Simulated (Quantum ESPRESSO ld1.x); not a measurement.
Input (ld1.x (Quantum ESPRESSO 7.5)):

```
 &input
    atom='Li',
    iswitch=1,
    rel=2,
    dft='PW91',
    config='[He] 2s0 2p0',
    rel_dist='average',
    verbosity='high',
    lsmall=.true.,
    prefix='ld1',
    max_out_wfc=37,
    file_charge='ld1.rho',
 /
```

Command: `OMP_NUM_THREADS=1 ld1.x < ld1.in > ld1.out`

Output:

```
     Program LD1 v.7.5 starts

     --------------------------- All-electron run ----------------------------

     dirac relativistic calculation

     atomic number is  3.00
     dft =PW91   lsd =0 sic =0 latt =0  beta=0.20 tr2=1.0E-14
     Exchange-correlation= PW91
                           (   1   4   2   2   0   0   0)
     mesh =1713 r(mesh) =  99.22477 a.u. xmin = -8.00 dx = 0.00800
     1 Ry =  13.60569312 eV, c = 137.03599908

     n l j   nl                  e(Ry)          e(Ha)          e(eV)
     Spin orbit split results
     1 0 0.5 1S 1( 2.00)      -4.454183148      -2.227091574    -60.6022490
     2 0 0.5 2S 1( 0.00)      -0.492347917      -0.246173958     -6.6987347
     2 1 0.5 2P 1( 0.00)      -0.343471300      -0.171735650     -4.6731651
     2 1 1.5 2P 1( 0.00)      -0.343439541      -0.171719770     -4.6727330
     Averaged results
     1 0     1S 1( 2.00)      -4.454183148      -2.227091574    -60.6022490
     2 0     2S 1( 0.00)      -0.492347917      -0.246173958     -6.6987347
     2 1     2P 1( 0.00)      -0.343450127      -0.171725064     -4.6728770

     final scf error:  1.4E-15 reached in  23 iterations

     Etot =     -14.536950 Ry,      -7.268475 Ha,    -197.785277 eV

     Ekin =      14.455063 Ry,       7.227531 Ha,     196.671147 eV
     Encl =     -32.207721 Ry,     -16.103860 Ha,    -438.208367 eV
     Eh   =       6.562475 Ry,       3.281237 Ha,      89.287015 eV
     Exc  =      -3.346766 Ry,      -1.673383 Ha,     -45.535072 eV

     normalization and overlap integrals

     s(1S/1S) =  1.000000  <r> =   0.5786  <r2> =    0.4595  r(max) =   0.3611
     LC norm =  0.99990380 + SC norm =  0.00009620 =  1.00000000
     s(1S/2S) =  0.000000
     s(2S/2S) =  1.000000  <r> =   3.1503  <r2> =   11.9158  r(max) =   2.4239
     LC norm =  0.99998841 + SC norm =  0.00001159 =  1.00000000
     s(2P/2P) =  1.000000  <r> =   3.3957  <r2> =   14.4824  r(max) =   2.3289
     LC norm =  0.99999187 + SC norm =  0.00000813 =  1.00000000
     s(2P/2P) =  1.000000  <r> =   3.3960  <r2> =   14.4853  r(max) =   2.3289
     LC norm =  0.99999187 + SC norm =  0.00000813 =  1.00000000

     LC charge =  1.99980761 + SC charge =  0.00019239 =  2.00000000

     ------------------------ End of All-electron run ------------------------
```

Run on one thread of a shared host, so times are rough (Intel(R) Xeon(R) Processor @ 2.60GHz): 0.58 s of CPU time, 0.61 s wall, 23 iterations on 1713 mesh points.
